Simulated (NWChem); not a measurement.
System: Si₂H₄OClF; SMILES O[Si@](F)([SiH3])Cl

```xyz
9

O      1.3445     0.2061    -1.3335
Si     0.3772     0.1014    -0.0102
F      1.2628     0.3267     1.3296
Si    -0.6708    -1.9750     0.0266
Cl    -1.0050     1.6363    -0.0062
H      1.7721     1.0465    -1.5312
H      0.3507    -3.0629     0.0472
H     -1.5261    -2.1013    -1.1896
H     -1.5216    -2.0576     1.2498
```
Atoms are numbered in this order, from 1.

All runs: NWChem. The geometry was optimised at PBE0/def2-SVP.

Task: What does the run give for PBE0/def2-TZVP? Quantities: highest occupied level (eV); orbital gap (eV); dipole (D).

Result: 
| Property | Value |
|---|---|
| highest occupied level (eV) | -8.81 |
| orbital gap (eV) | 8.60 |
| dipole (D) | 1.01 |
